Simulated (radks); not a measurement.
Problem. These are the eigenvalues of the occupied orbitals of an atom or ion with whole-number occupations (eV). All-electron calculation, scalar-relativistic Kohn-Sham, exchange-only LDA, spin-polarised, spherical densities, point nucleus. Program: a radial shooting solver on a logarithmic mesh with Libxc functionals.

| orbital | eigenvalue |
|---|---|
| 1s up | -51777.55 |
| 1s down | -51770.75 |
| 2s up | -11224.79 |
| 2s down | -11218.46 |
| 2p up | -10395.10 |
| 2p down | -10387.61 |
| 3s up | -4499.689 |
| 3s down | -4477.863 |
| 3p up | -4247.965 |

Which element is it, and in what charge state? The configuration may be excited. Open shells, if any, are filled with parallel spins first.

Solution. Z = 63, europium, charge +49: Eu49+ in [Ne] 3s2 3p2. The list shows which subshells hold electrons but not how many an open one holds; the 1s level, -1902.8 hartree, gives Z - s = 61.7 by -(Z - s)^2/2, which with screening and relativity narrows Z to a few neighbours, and the depths of the outer levels then fix element, charge and occupations together.
